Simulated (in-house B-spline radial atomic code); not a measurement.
# RPA and G0W0 on LDA VWN5: Ru8+

Configuration [Ar] 3d10 4s2 4p6, mean-field start LDA VWN5. Computed with an all-electron radial atomic-structure program (B-spline basis): all electrons, non-relativistic, point nucleus, each spin shell either full or empty, empty states to l = 9 with an (l + 1/2)⁻⁴ tail; G0W0 by contour deformation at full frequency.

Without relativity these are model numbers: it shifts the levels of so heavy an element strongly and can reorder them.

Command:
```bash
python run_gw.py task.json out
```
Settings (radii: box in bohr, nucleus in fm):
```
Z                        44
electrons                36
configuration            [Ar] 3d10 4s2 4p6
hamiltonian              nr
method                   lda,vwn
lmax                     9
spin_polarised           False
box_radius               7.7
intervals                50
```

Time taken, with all properties: 1.4 s on 1 thread of Arm Neoverse V1, on a shared host.

Energies (hartree):

```json
{"term": "mean-field total", "value": "-4422.61986"}
{"term": "Hartree-Fock functional on these orbitals", "value": "-4425.53554"}
{"term": "direct second order", "value": "-3.1026"}
{"term": "second-order exchange", "value": "0.88491"}
{"term": "SOSEX correction", "value": "0.82782"}
```

**Question.** What is the RPA correlation energy, and what remains with SOSEX?

**Answer.** RPA gives -2.772 hartree (-2.1 eV per electron); RPA + SOSEX gives -1.9442, and the second-order doubles -2.2176 hartree (no singles). RPA lacks exchange-type terms and so overcorrelates at short range.

Quasi-particle levels (eV):

| level | occupied | mean field | Σx - vxc | Σc | QP weight | G0W0 |
| --- | --- | --- | --- | --- | --- | --- |
| 4p | yes | -168.29 | -9.82 | ? | ? | ? |
| 3d | yes | -413.90 | -31.70 | 7.19 | 0.936 | -438.41 |
| 4d | no | -121.23 | 11.50 | -2.74 | 0.970 | -112.46 |

G0W0 = mean field + (Σx - vxc) + Σc, with Σc (partial-wave tail included) taken at the quasi-particle energy. Only the outer levels were computed. Levels of low weight are left out.

**Question.** Where does G0W0 put 4p?

**Answer.** At -178.88 eV, with Σc = -0.77 eV and a quasi-particle weight of 0.961. The tabulated removal energy is 178.41 ± 0.05 eV (NIST, semi-empirical); the calculation leaves out relativity, Breit and QED terms, and what these don't explain is the method's own error.
